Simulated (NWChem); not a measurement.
System: GaH₂OCl; SMILES [OH][GaH][Cl]

Parts of the log:

```
             Northwest Computational Chemistry Package (NWChem) 7.3.0
             --------------------------------------------------------

                             Geometry "geometry" -> ""
                             -------------------------

 Output coordinates in angstroms (scale by  1.889725989 to convert to a.u.)

  No.       Tag          Charge          X              Y              Z
 ---- ---------------- ---------- -------------- -------------- --------------
    1 Ga                  31.0000    -0.29516700     0.43717600     0.00000000
    2 H                    1.0000    -1.77470900     0.93105800     0.00000000
    3 Cl                  17.0000     0.17576700    -1.66957700     0.00000000
    4 O                    8.0000     1.16626000     1.47580800     0.00000000
    5 H                    1.0000     0.92661000     2.41644000     0.00000000

 Effective nuclear repulsion energy (a.u.)     252.6564680102

                              NWChem Property Module
                              ----------------------

  itol2e modified to match energy
  convergence criterion.

                                 NWChem DFT Module
                                 -----------------

 Summary of "ao basis" -> "ao basis" (spherical)
 ------------------------------------------------------------------------------
       Tag                 Description            Shells   Functions and Types
 ---------------- ------------------------------  ------  ---------------------
 Ga                          6-31g*                 12       32   5s4p3d
 H                           6-31g*                  2        2   2s
 Cl                          6-31g*                  8       18   4s3p1d
 O                           6-31g*                  6       14   3s2p1d

  itol2e modified to match energy
  convergence criterion.

            General Information
            -------------------
          SCF calculation type: DFT
          Wavefunction type:  closed shell.
          No. of atoms     :     5
          No. of electrons :    58
           Alpha electrons :    29
            Beta electrons :    29
          Charge           :     0
          Spin multiplicity:     1
          Use of symmetry is: off; symmetry adaption is: off
          Maximum number of iterations: 150
          AO basis - number of functions:    68
                     number of shells:    30
          Convergence on energy requested:  1.00D-07
          Convergence on density requested:  1.00D-05
          Convergence on gradient requested:  5.00D-04

              XC Information
              --------------
                         B3LYP Method XC Potential
                     Hartree-Fock (Exact) Exchange  0.200
                        Slater Exchange Functional  0.800 local
                    Becke 1988 Exchange Functional  0.720 non-local
              Lee-Yang-Parr Correlation Functional  0.810
                  VWN I RPA Correlation Functional  0.190 local

             Grid Information
             ----------------
          Grid used for XC integration:  fine
          Radial quadrature: Mura-Knowles
          Angular quadrature: Lebedev.
          Tag              B.-S. Rad. Rad. Pts. Rad. Cut. Ang. Pts.
          ---              ---------- --------- --------- ---------
          Ga                  1.30      140           8.0       974
          H                   0.35       60          11.0       590
          Cl                  1.00      123          11.0       770
          O                   0.60       70          10.0       590
          Grid pruning is: on
          Number of quadrature shells:   453
          Spatial weights used:  Erf1

      Superposition of Atomic Density Guess
      -------------------------------------

 Sum of atomic energies:       -2458.14679834

      Non-variational initial energy
      ------------------------------

 Total energy =   -2458.574130
 1-e energy   =   -3926.724205
 2-e energy   =    1215.493608
 HOMO         =      -0.405144
 LUMO         =      -0.001674

   convergence    iter        energy       DeltaE   RMS-Dens  Diis-err
 ---------------- ----- ----------------- --------- --------- ---------
 d= 0,ls=0.0,diis     1  -2461.2164328409 -2.71D+03  2.70D-02  7.06D-01
 d= 0,ls=0.0,diis     2  -2460.9608697210  2.56D-01  1.68D-02  3.11D+00
 d= 0,ls=0.0,diis     3  -2461.3039440467 -3.43D-01  3.65D-03  5.57D-02
 d= 0,ls=0.0,diis     4  -2461.3085950722 -4.65D-03  1.66D-03  1.02D-02
 d= 0,ls=0.0,diis     5  -2461.3100738274 -1.48D-03  2.78D-04  3.99D-04
  Resetting Diis
 d= 0,ls=0.0,diis     6  -2461.3101220544 -4.82D-05  4.98D-05  4.82D-05
 d= 0,ls=0.0,diis     7  -2461.3101249076 -2.85D-06  2.10D-05  1.00D-06
 d= 0,ls=0.0,diis     8  -2461.3101248145  9.31D-08  1.27D-05  2.39D-06
 d= 0,ls=0.0,diis     9  -2461.3101249987 -1.84D-07  2.59D-06  6.28D-08
 d= 0,ls=0.0,diis    10  -2461.3101250046 -5.88D-09  6.67D-07  6.88D-09

[...]

          -----------------------------------------
          Chemical Shielding Tensors (GIAO, in ppm)
          -----------------------------------------

                                NWChem CPHF Module
                                ------------------

  scftype          =     RHF
  nclosed          =       29
  nopen            =        0
  variables        =     1131
  # of vectors     =        3
  tolerance        = 0.10D-03
  level shift      = 0.00D+00
  max iterations   =       50
  max subspace     =       30

 SCF residual:    1.8564006484654177E-005

Iterative solution of linear equations
  No. of variables     1131
  No. of equations        3
  Maximum subspace       30
        Iterations       50
       Convergence  1.0D-04

   iter   nsub   residual    time
   ----  ------  --------  ---------
     1      3    4.21D-01      17.1
     2      6    1.13D-02      19.8
     3      9    7.90D-04      22.5
     4     12    3.98D-05      25.2

      Atom:    1  Ga
        Diamagnetic
   2640.0978      1.1382     -0.0000
      1.1382   2644.5671     -0.0000
     -0.0000     -0.0000   2642.3412

        Paramagnetic
   -956.1436      8.7261      0.0000
      8.7261   -996.1614     -0.0000
      0.0000     -0.0000  -1210.2486

        Total Shielding Tensor
   1683.9541      9.8643      0.0000
      9.8643   1648.4057     -0.0000
      0.0000     -0.0000   1432.0926

           isotropic =    1588.1508
          anisotropy =     147.5356

          Principal Components and Axis System
                 1           2           3
             1686.5079   1645.8520   1432.0926

      1         0.9681     -0.2506     -0.0000
      2         0.2506      0.9681      0.0000
      3         0.0000     -0.0000      1.0000

      Atom:    2  H
        Diamagnetic
     40.0826     -7.2806      0.0000
     -7.2806     22.2152      0.0000
      0.0000      0.0000     18.9199

        Paramagnetic
     -4.2912      1.2165     -0.0000
      1.2165     -0.9632      0.0000
     -0.0000      0.0000      0.1331

        Total Shielding Tensor
     35.7914     -6.0641     -0.0000
     -6.0641     21.2521      0.0000
     -0.0000      0.0000     19.0530

           isotropic =      25.3655
          anisotropy =      18.9347

          Principal Components and Axis System
                 1           2           3
               37.9886     19.0548     19.0530

      1         0.9402      0.3407     -0.0000
      2        -0.3407      0.9402     -0.0000
      3        -0.0000      0.0000      1.0000

      Atom:    3  Cl
        Diamagnetic
   1143.3078     -2.3048      0.0000
     -2.3048   1155.2727     -0.0000
      0.0000     -0.0000   1143.2166

        Paramagnetic
   -400.4104   -122.8522      0.0000
   -122.8522   -168.4054     -0.0000
      0.0000     -0.0000   -218.9597

        Total Shielding Tensor
    742.8974   -125.1570      0.0000
   -125.1570    986.8674     -0.0000
      0.0000     -0.0000    924.2569

           isotropic =     884.6739
          anisotropy =     232.4680

          Principal Components and Axis System
                 1           2           3
             1039.6526    924.2569    690.1122

      1        -0.3886     -0.0000      0.9214
      2         0.9214      0.0000      0.3886
      3        -0.0000      1.0000      0.0000

      Atom:    4  O
        Diamagnetic
    390.6895     15.2508     -0.0000
     15.2508    397.8667     -0.0000
     -0.0000     -0.0000    365.4307

        Paramagnetic
   -149.1951     75.2361      0.0000
     75.2361   -329.7799     -0.0000
      0.0000     -0.0000    -92.7962

        Total Shielding Tensor
    241.4944     90.4869     -0.0000
     90.4869     68.0867     -0.0000
     -0.0000     -0.0000    272.6346

           isotropic =     194.0719
          anisotropy =     129.0600

          Principal Components and Axis System
                 1           2           3
              280.1119    272.6346     29.4692

      1         0.9197      0.0000     -0.3925
      2         0.3925      0.0000      0.9197
      3        -0.0000      1.0000      0.0000

      Atom:    5  H
        Diamagnetic
     20.0833      0.5413     -0.0000
      0.5413     46.5667     -0.0000
     -0.0000     -0.0000     16.2966

        Paramagnetic
      4.5261      3.3345      0.0000
      3.3345     -9.0179      0.0000
      0.0000      0.0000      7.1101

        Total Shielding Tensor
     24.6094      3.8757      0.0000
      3.8757     37.5488     -0.0000
      0.0000     -0.0000     23.4067

           isotropic =      28.5216
          anisotropy =      15.1489

          Principal Components and Axis System
                 1           2           3
               38.6209     23.5373     23.4067

      1         0.2666      0.9638     -0.0000
      2         0.9638     -0.2666      0.0000
      3         0.0000      0.0000      1.0000
```

Level: B3LYP/6-31G* (spherical d), GIAO. The geometry was optimised at B3LYP/6-31G* (spherical d). B3LYP is NWChem's, with the RPA form of VWN correlation. The printed shielding anisotropy is the first printed principal value minus the mean of the other two.

**Question.** Write an input that gives this output.

**Answer.** One answer among several that fit: the input that was run:
```
start job
memory heap 200 mb stack 900 mb global 1100 mb
geometry units angstroms noautosym nocenter noautoz
  Ga    -0.295167     0.437176     0.000000
  H     -1.774709     0.931058     0.000000
  Cl     0.175767    -1.669577     0.000000
  O      1.166260     1.475808     0.000000
  H      0.926610     2.416440     0.000000
end
basis spherical
  * library 6-31g*
end
dft
  xc b3lyp
  iterations 150
end
property
  shielding
end
task dft property
```
